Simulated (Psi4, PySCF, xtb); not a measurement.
Approach curve of the dimer H2 ··· CH3Cl (SMILES [H][H] and CCl). Monomers: optimised at B3LYP-D3(BJ) (def2-TZVP), held rigid. Orientation: a random orientation, not optimised. Only R, the distance of the centres of mass, is varied, so the lowest point isn't the relaxed dimer.

Geometry at R = 3.44 Å (first 2 atoms: monomer A):
```
7

H      0.3719     0.0000     0.0000
H     -0.3719     0.0000     0.0000
C     -3.4627     1.3373     1.4504
Cl    -2.3958     2.2639     0.3444
H     -4.1741     0.7781     0.8502
H     -2.8450     0.6634     2.0362
H     -3.9787     2.0408     2.0966
```

Levels: RMP2/6-31G* = restricted MP2 (frozen core)/6-31G*, spherical d, no counterpoise correction run with PySCF; GFN1-xTB (xtb); RKS-B3LYP/6-311+G** = PySCF with restricted B3LYP/6-311+G**, spherical d, no counterpoise correction; CCSD(T)/aug-cc-pVDZ = DF-CCSD(T)/aug-cc-pVDZ, frozen core, counterpoise-corrected run with Psi4 1.11.

Interaction energies in kcal/mol; the last columns give the difference from CCSD(T):

| R / Å | RMP2/6-31G* | GFN1-xTB | RKS-B3LYP/6-311+G** | CCSD(T)/aug-cc-pVDZ | RMP2/6-31G* − CCSD(T)/aug-cc-pVDZ | GFN1-xTB − CCSD(T)/aug-cc-pVDZ | RKS-B3LYP/6-311+G** − CCSD(T)/aug-cc-pVDZ |
|---|---|---|---|---|---|---|---|
| 2.83 | 3.35 | 1.77 | 3.01 | 2.89 | 0.46 | -1.12 | 0.11 |
| 3.00 | 1.80 | 0.61 | 1.66 | 1.45 | 0.35 | -0.84 | 0.21 |
| 3.22 | 0.74 | -0.03 | 0.75 | 0.48 | 0.27 | -0.51 | 0.27 |
| 3.44 | 0.26 | -0.22 | 0.34 | 0.05 | 0.20 | -0.27 | 0.29 |
| 3.63 | 0.06 | -0.24 | 0.18 | -0.10 | 0.16 | -0.14 | 0.28 |
| 3.87 | -0.04 | -0.20 | 0.09 | -0.15 | 0.12 | -0.05 | 0.25 |
| 4.12 | -0.07 | -0.16 | 0.06 | -0.15 | 0.08 | -0.01 | 0.21 |
| 4.48 | -0.06 | -0.11 | 0.04 | -0.11 | 0.05 | 0.00 | 0.15 |
| 4.93 | -0.03 | -0.07 | 0.02 | -0.07 | 0.03 | 0.00 | 0.09 |
| 5.64 | -0.01 | -0.03 | 0.00 | -0.03 | 0.02 | 0.00 | 0.03 |
| 6.67 | 0.00 | -0.01 | 0.00 | -0.01 | 0.01 | 0.00 | 0.01 |
| 7.95 | 0.00 | 0.00 | 0.00 | 0.00 | 0.00 | 0.00 | 0.00 |

RMP2/6-31G* is furthest from CCSD(T)/aug-cc-pVDZ at 2.83 (0.46 kcal/mol, above); its mean absolute difference over the points is 0.15 kcal/mol.

GFN1-xTB is furthest from CCSD(T)/aug-cc-pVDZ at 2.83 (-1.12 kcal/mol, below); its mean absolute difference over the points is 0.25 kcal/mol.

RKS-B3LYP/6-311+G** is furthest from CCSD(T)/aug-cc-pVDZ at 3.44 (0.29 kcal/mol, above); its mean absolute difference over the points is 0.16 kcal/mol.
